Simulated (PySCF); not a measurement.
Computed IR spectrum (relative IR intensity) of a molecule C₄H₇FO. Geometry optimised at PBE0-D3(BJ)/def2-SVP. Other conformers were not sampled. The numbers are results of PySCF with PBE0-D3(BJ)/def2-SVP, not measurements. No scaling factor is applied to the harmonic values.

ν (cm⁻¹): 106 (w), 205 (vw), 299 (vw), 380 (vw), 498 (w), 649 (w), 773 (w), 818 (w), 898 (s), 999 (w), 1077 (s), 1117 (w), 1126 (w), 1172 (m), 1184 (w), 1201 (s), 1243 (s), 1296 (vs), 1380 (vs), 1387 (w), 1459 (w), 1465 (w), 1483 (m), 1524 (s), 3001 (s), 3073 (s), 3099 (m), 3166 (m), 3181 (m), 3260 (vw) (against the strongest line: vs over 80 %, s over 45 %, m over 15 %, w over 4 %, vw less)

### Question
Identify the compound among the candidates.
A) C[C@@]1(F)CCO1
B) C[C@@]1(O)C[C@H]1F
C) COC1(F)CC1
D) CO[C@@H]1C[C@@H]1F

### Answer
D, CO[C@@H]1C[C@@H]1F
